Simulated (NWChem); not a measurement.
System: SiHOBr, singlet; SMILES O[Si]Br

Input file for NWChem:

```
start job
memory heap 200 mb stack 900 mb global 1100 mb
geometry units angstroms noautosym nocenter noautoz
  Si     0.609684     1.166997     0.000000
  Br     0.021397    -1.035651     0.000000
  O     -0.931886     1.852291     0.000000
  H     -0.903451     2.829645     0.000000
end
basis spherical
  * library def2-tzvp
end
dft
  xc xcamb88 1.00 lyp 0.81 vwn_5 0.19 hfexch 1.00
  cam 0.33 cam_alpha 0.19 cam_beta 0.46
  iterations 150
end
property
  efieldgrad
end
task dft property
```

Output (shortened):

```
             Northwest Computational Chemistry Package (NWChem) 7.3.0
             --------------------------------------------------------

                             Geometry "geometry" -> ""
                             -------------------------

 Output coordinates in angstroms (scale by  1.889725989 to convert to a.u.)

  No.       Tag          Charge          X              Y              Z
 ---- ---------------- ---------- -------------- -------------- --------------
    1 Si                  14.0000     0.60968400     1.16699700     0.00000000
    2 Br                  35.0000     0.02139700    -1.03565100     0.00000000
    3 O                    8.0000    -0.93188600     1.85229100     0.00000000
    4 H                    1.0000    -0.90345100     2.82964500     0.00000000

 Effective nuclear repulsion energy (a.u.)     209.8712695848

                              NWChem Property Module
                              ----------------------

  itol2e modified to match energy
  convergence criterion.

                                 NWChem DFT Module
                                 -----------------

 Summary of "ao basis" -> "ao basis" (spherical)
 ------------------------------------------------------------------------------
       Tag                 Description            Shells   Functions and Types
 ---------------- ------------------------------  ------  ---------------------
 Si                        def2-tzvp                13       37   5s5p2d1f
 Br                        def2-tzvp                16       48   6s5p4d1f
 O                         def2-tzvp                11       31   5s3p2d1f
 H                         def2-tzvp                 4        6   3s1p

  itol2e modified to match energy
  convergence criterion.

            General Information
            -------------------
          SCF calculation type: DFT
          Wavefunction type:  closed shell.
          No. of atoms     :     4
          No. of electrons :    58
           Alpha electrons :    29
            Beta electrons :    29
          Charge           :     0
          Spin multiplicity:     1
          Use of symmetry is: off; symmetry adaption is: off
          Maximum number of iterations: 150
          AO basis - number of functions:   122
                     number of shells:    44
          Convergence on energy requested:  1.00D-07
          Convergence on density requested:  1.00D-05
          Convergence on gradient requested:  5.00D-04

              XC Information
              --------------
                     Hartree-Fock (Exact) Exchange  1.000
                   CAM-Becke88 Exchange Functional  1.000
                      VWN V Correlation Functional  0.190 local
              Lee-Yang-Parr Correlation Functional  0.810

           Range-Separation Parameters
           ---------------------------
           Alpha           :  0.19
           Beta            :  0.46
           Gamma           :  0.33
           Short-Range HF  :     F

             Grid Information
             ----------------
          Grid used for XC integration:  fine
          Radial quadrature: Mura-Knowles
          Angular quadrature: Lebedev.
          Tag              B.-S. Rad. Rad. Pts. Rad. Cut. Ang. Pts.
          ---              ---------- --------- --------- ---------
          Si                  1.10      123          10.0       770
          Br                  1.15      140          12.0       974
          O                   0.60       70          10.0       590
          H                   0.35       60          12.0       590
          Grid pruning is: on
          Number of quadrature shells:   393
          Spatial weights used:  Erf1

      Superposition of Atomic Density Guess
      -------------------------------------

 Sum of atomic energies:       -2936.51852702

      Non-variational initial energy
      ------------------------------

 Total energy =   -2936.960352
 1-e energy   =   -4504.719281
 2-e energy   =    1357.887659
 HOMO         =      -0.270440
 LUMO         =      -0.037508

   convergence    iter        energy       DeltaE   RMS-Dens  Diis-err
 ---------------- ----- ----------------- --------- --------- ---------
 d= 0,ls=0.0,diis     1  -2939.6032461161 -3.15D+03  7.25D-03  1.23D+00
 d= 0,ls=0.0,diis     2  -2939.5831554932  2.01D-02  3.88D-03  1.16D+00
 d= 0,ls=0.0,diis     3  -2939.6785539592 -9.54D-02  9.73D-04  1.14D-01
 d= 0,ls=0.0,diis     4  -2939.6873340082 -8.78D-03  3.79D-04  6.32D-03
 d= 0,ls=0.0,diis     5  -2939.6878729888 -5.39D-04  7.89D-05  2.32D-04
  Resetting Diis
 d= 0,ls=0.0,diis     6  -2939.6878962831 -2.33D-05  2.78D-05  4.06D-06
 d= 0,ls=0.0,diis     7  -2939.6878975052 -1.22D-06  9.54D-06  7.98D-07
 d= 0,ls=0.0,diis     8  -2939.6878976238 -1.19D-07  4.23D-06  4.65D-07
 d= 0,ls=0.0,diis     9  -2939.6878976880 -6.42D-08  1.40D-06  4.09D-08

         Total DFT energy =    -2939.687897687952
      One electron energy =    -4506.648781182110
           Coulomb energy =     1478.390537512007
    Exchange-Corr. energy =     -121.300923602607
 Nuclear repulsion energy =      209.871269584759

 Numeric. integr. density =       57.999999629561

                       DFT Final Molecular Orbital Analysis
                       ------------------------------------

[...]

          -----------------------
          Electric field gradient
          -----------------------

 1 a.u. = 0.324123 10**(16) esu/cm**3  ( or statvolts/cm**2 ) = 0.97174 10**(22) v/m**2

 ------------------------------------------------------------
   Atom      X         Y         Z
 ------------------------------------------------------------
    1 Si   1.15214   2.20530   0.00000
 ------------------------------------------------------------

 Electric field gradient in molecular frame (a.u.)
         XX             YY             ZZ             XY             XZ             YZ
 ------------------------------------------------------------------------------------------
        1.249308       0.081125      -1.330433       0.100704      -0.000000      -0.000000

 Principal components (a.u.) and orientation
 of principal axis w.r.t. absolute frame                      Asymmetry parameter eta
 --------------------------------------------------------------------------------------
       -1.330433       1.257926       0.072507                       0.891003

        0.000000       0.996358      -0.085263
        0.000000       0.085263       0.996358
        1.000000      -0.000000      -0.000000

 ------------------------------------------------------------
   Atom      X         Y         Z
 ------------------------------------------------------------
    2 Br   0.04043  -1.95710   0.00000
 ------------------------------------------------------------

 Electric field gradient in molecular frame (a.u.)
         XX             YY             ZZ             XY             XZ             YZ
 ------------------------------------------------------------------------------------------
        2.005447      -2.683349       0.677902      -1.262497      -0.000000      -0.000000

 Principal components (a.u.) and orientation
 of principal axis w.r.t. absolute frame                      Asymmetry parameter eta
 --------------------------------------------------------------------------------------
       -3.001675       2.323774       0.677902                       0.548318

        0.244488       0.969652       0.000000
        0.969652      -0.244488      -0.000000
        0.000000      -0.000000       1.000000

 ------------------------------------------------------------
   Atom      X         Y         Z
 ------------------------------------------------------------
    3 O   -1.76101   3.50032   0.00000
 ------------------------------------------------------------

 Electric field gradient in molecular frame (a.u.)
         XX             YY             ZZ             XY             XZ             YZ
 ------------------------------------------------------------------------------------------
        0.583771      -1.200941       0.617170       0.385191      -0.000000       0.000000

 Principal components (a.u.) and orientation
 of principal axis w.r.t. absolute frame                      Asymmetry parameter eta
 --------------------------------------------------------------------------------------
       -1.280527       0.663357       0.617170                       0.036069

       -0.202341       0.979315       0.000000
        0.979315       0.202341       0.000000
       -0.000000      -0.000000       1.000000

 ------------------------------------------------------------
   Atom      X         Y         Z
 ------------------------------------------------------------
    4 H   -1.70727   5.34725   0.00000
 ------------------------------------------------------------

 Electric field gradient in molecular frame (a.u.)
         XX             YY             ZZ             XY             XZ             YZ
 ------------------------------------------------------------------------------------------
        0.212603      -0.442276       0.229673      -0.013069      -0.000000      -0.000000

 Principal components (a.u.) and orientation
 of principal axis w.r.t. absolute frame                      Asymmetry parameter eta
 --------------------------------------------------------------------------------------
       -0.442537       0.229673       0.212864                       0.037985

        0.019945      -0.000000       0.999801
        0.999801       0.000000      -0.019945
        0.000000       1.000000       0.000000
```

Level: CAM-B3LYP/def2-TZVP. Low-valent species are run as closed-shell singlets; no triplet was tried in these runs. Coordinates come from a PBE-D3(BJ)/def2-SVP optimisation. NWChem prints the field gradient with the sign opposite to the second derivative of the potential.
